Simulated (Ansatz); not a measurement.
`S/C=C/c1ccc(/C=C/c2ccc(/C=C/c3ccc(S)cc3)cc2)cc1`, relaxed as a singlet with RKS PBE-D4/def2-SVP in Ansatz, starting from the GFN2-xTB geometry. Force threshold 0.03 eV/Å.

Single mean-field runs in def2-SVP are fitted with def2-universal-jkfit.

Start:

Cartesian coordinates in Å:
```
S 1.1224 -0.0047 11.0339
C 1.1734 -0.3021 9.3019
C 0.4015 0.3761 8.4496
C 0.3752 0.2206 7.0108
C 1.0569 -0.7947 6.3327
C 1.0040 -0.8855 4.9607
C 0.2773 0.0315 4.1908
C 0.2671 -0.1146 2.7518
C -0.2619 0.7519 1.8721
C -0.2854 0.6184 0.4334
C -0.8553 1.6455 -0.3283
C -0.9261 1.5634 -1.6988
C -0.4296 0.4504 -2.3882
C -0.5425 0.4207 -3.8294
C -0.1465 -0.5675 -4.6480
C -0.2576 -0.5793 -6.0914
C -0.7783 0.4831 -6.8368
C -0.8475 0.4272 -8.2120
C -0.3975 -0.7009 -8.8865
S -0.4546 -0.8215 -10.6478
C 0.1193 -1.7721 -8.1663
C 0.1867 -1.7066 -6.7926
C 0.1501 -0.5724 -1.6280
C 0.2190 -0.4906 -0.2565
C -0.4092 1.0427 4.8724
C -0.3634 1.1294 6.2448
H 2.0877 -0.8633 11.3564
H 1.8707 -1.0644 9.0007
H -0.2593 1.1330 8.8522
H 1.6280 -1.5244 6.8869
H 1.5383 -1.6818 4.4606
H 0.7545 -1.0101 2.3890
H -0.7225 1.6593 2.2395
H -1.2489 2.5184 0.1736
H -1.3776 2.3708 -2.2588
H -1.0034 1.3031 -4.2543
H 0.3084 -1.4553 -4.2284
H -1.1331 1.3722 -6.3400
H -1.2500 1.2645 -8.7640
H -0.9730 0.3871 -10.8614
H 0.4664 -2.6482 -8.6927
H 0.5941 -2.5435 -6.2437
H 0.5509 -1.4455 -2.1207
H 0.6683 -1.3046 0.2911
H -0.9939 1.7645 4.3228
H -0.9035 1.9200 6.7469
```

```json
{"step": "1", "energy (eV)": "-46818.9271", "largest force component (eV/Å)": "1.190", "SCF passes": "26"}
{"step": "2", "energy (eV)": "-46819.2925", "largest force component (eV/Å)": "0.407", "SCF passes": "21"}
{"step": "3", "energy (eV)": "-46819.3297", "largest force component (eV/Å)": "0.093", "SCF passes": "21"}
{"step": "4", "energy (eV)": "-46819.3297", "largest force component (eV/Å)": "0.090", "SCF passes": "21"}
{"step": "5", "energy (eV)": "-46819.3305", "largest force component (eV/Å)": "0.063", "SCF passes": "21"}
{"step": "6", "energy (eV)": "-46819.3321", "largest force component (eV/Å)": "0.014", "SCF passes": "21"}
```

Force components are those of the run's own axes.

End:

```
atom    x (Å)    y (Å)     z (Å)
  S1   1.1137  -0.0992   11.1767
  C2   1.1807  -0.3451    9.4346
  C3   0.4516   0.3951    8.5580
  C4   0.4138   0.2353    7.1074
  C5   1.0797  -0.8028    6.4076
  C6   1.0158  -0.8914    5.0187
  C7   0.2863   0.0457    4.2399
  C8   0.2646  -0.0919    2.7896
  C9  -0.3066   0.7675    1.8958
 C10  -0.3384   0.6374    0.4460
 C11  -0.9216   1.6709   -0.3294
 C12  -0.9773   1.5953   -1.7207
 C13  -0.4576   0.4794   -2.4234
 C14  -0.5498   0.4479   -3.8768
 C15  -0.1387  -0.5529   -4.7078
 C16  -0.2357  -0.5791   -6.1630
 C17  -0.7671   0.4864   -6.9336
 C18  -0.8423   0.4165   -8.3244
 C19  -0.3855  -0.7309   -9.0120
 S20  -0.4464  -0.8968  -10.7751
 C21   0.1478  -1.8022   -8.2636
 C22   0.2180  -1.7200   -6.8715
 C23   0.1280  -0.5575   -1.6461
 C24   0.1855  -0.4812   -0.2589
 C25  -0.3907   1.0756    4.9421
 C26  -0.3282   1.1637    6.3308
 H27   2.1328  -0.9448   11.4886
 H28   1.8399  -1.1580    9.0918
 H29  -0.1752   1.2110    8.9598
 H30   1.6537  -1.5608    6.9620
 H31   1.5452  -1.7093    4.5043
 H32   0.7812  -0.9877    2.4037
 H33  -0.7990   1.6759    2.2836
 H34  -1.3365   2.5520    0.1854
 H35  -1.4365   2.4171   -2.2928
 H36  -1.0129   1.3448   -4.3232
 H37   0.3156  -1.4547   -4.2624
 H38  -1.1305   1.3965   -6.4337
 H39  -1.2612   1.2646   -8.8878
 H40  -1.0028   0.3206  -11.0239
 H41   0.5098  -2.7054   -8.7782
 H42   0.6371  -2.5666   -6.3050
 H43   0.5468  -1.4432   -2.1469
 H44   0.6434  -1.3108    0.3003
 H45  -0.9839   1.8180    4.3876
 H46  -0.8665   1.9751    6.8461
```

By distances, no bond broke or formed. The bond that changes most is S20–H40, from 1.33 to 1.36 Å (atoms count from 1).

No frequencies were taken in this run, so the end may be a saddle point.

Hardware: 2 threads of AMD EPYC 7R13 on a shared host and a share (18 GiB) of an NVIDIA H100 80GB HBM3. Wall time 20 s, peak host memory 1 GiB.
